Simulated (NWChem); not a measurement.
**Correlation energy of disilazane (H7NSi2)**

SMILES: [SiH3]N[SiH3]
```xyz
10

Si    -0.1137    -0.0715    -1.5845
N      0.5292     0.3225     0.0000
Si    -0.1137    -0.0715     1.5845
H      1.0065    -0.4447    -2.5204
H     -1.0492    -1.2341    -1.4115
H     -0.8749     1.0597    -2.2339
H      1.3147     0.9828     0.0000
H     -0.8749     1.0597     2.2339
H      1.0065    -0.4447     2.5204
H     -1.0492    -1.2341     1.4115
```
Charge 0, spin multiplicity 1.

All runs are NWChem calculations. The geometry was optimised at PBE/def2-SVP, a minimum by its harmonic frequencies.

Basis set: cc-pVDZ. Each correlation energy counts from its own Hartree-Fock reference.

The correlated methods keep 11 core orbitals frozen. No row is a measurement; the coupled-cluster row has its own basis-set and correlation limits.

Q: For the correlation energy, RI-MP2 gives -380.7 mHa and MP2 gives -380.9 mHa. What do SCS-MP2, CR-CCSD[T], CR-CCSD(T) give?

A: SCS-MP2: -393.7 mHa; CR-CCSD[T]: -442.8 mHa; CR-CCSD(T): -442.5 mHa.
